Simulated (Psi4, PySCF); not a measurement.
Conformational energy of SMILES CC(C)(C)C[SiH2][SeH]. Scanned: dihedral C2–C5–Si6–Se7; all other coordinates were relaxed at GFN2-xTB. Points at φ and −φ are mirror images. Heavy atoms are numbered in the order of the SMILES CC(C)(C)C[SiH2][SeH], hydrogens after them in the order of the atoms that carry them; the mirror image has the same energies with the sign of each dihedral reversed.

Computed with: RKS-B3LYP/LANL2DZ = restricted B3LYP/LANL2DZ, with its core potentials past Ne // GFN2-xTB in PySCF; RHF/6-31G* = restricted Hartree-Fock/6-31G*, spherical d, density fitting // GFN2-xTB (PySCF); RKS-B3LYP/6-31G* = PySCF with restricted B3LYP/6-31G*, spherical d, density fitting // GFN2-xTB; PBE-D3(BJ)/def2-SVP // GFN2-xTB (Psi4).

Energies relative to the lowest point of each profile, in eV; the last columns give the difference from PBE-D3(BJ):

```
φ / °  RKS-B3LYP/LANL2DZ  RHF/6-31G*  RKS-B3LYP/6-31G*  PBE-D3(BJ)/def2-SVP  RKS-B3LYP/LANL2DZ − PBE-D3(BJ)/def2-SVP  RHF/6-31G* − PBE-D3(BJ)/def2-SVP  RKS-B3LYP/6-31G* − PBE-D3(BJ)/def2-SVP
-----  -----------------  ----------  ----------------  -------------------  ---------------------------------------  --------------------------------  --------------------------------------
-150               0.015       0.013             0.010                0.022                                   -0.007                            -0.009                                  -0.011
-120               0.038       0.040             0.034                0.039                                   -0.001                             0.001                                  -0.005
-90                0.034       0.051             0.039                0.011                                    0.023                             0.039                                   0.028
-60                0.045       0.068             0.038                0.000                                    0.045                             0.068                                   0.038
-30                0.102       0.144             0.098                0.044                                    0.058                             0.100                                   0.053
0                  0.148       0.203             0.146                0.098                                    0.050                             0.105                                   0.048
30                 0.102       0.144             0.098                0.044                                    0.058                             0.100                                   0.053
60                 0.045       0.068             0.038                0.000                                    0.045                             0.068                                   0.038
90                 0.034       0.051             0.039                0.011                                    0.023                             0.039                                   0.028
120                0.038       0.040             0.034                0.039                                   -0.001                             0.001                                  -0.005
150                0.015       0.013             0.010                0.022                                   -0.007                            -0.009                                  -0.011
180                0.000       0.000             0.000                0.010                                   -0.010                            -0.010                                  -0.010
```

RKS-B3LYP/LANL2DZ is furthest from PBE-D3(BJ)/def2-SVP at -30 (0.058 eV, above); its mean absolute difference over the points is 0.027 eV.

RHF/6-31G* is furthest from PBE-D3(BJ)/def2-SVP at 0 (0.105 eV, above); its mean absolute difference over the points is 0.046 eV.

RKS-B3LYP/6-31G* is furthest from PBE-D3(BJ)/def2-SVP at -30 (0.053 eV, above); its mean absolute difference over the points is 0.027 eV.
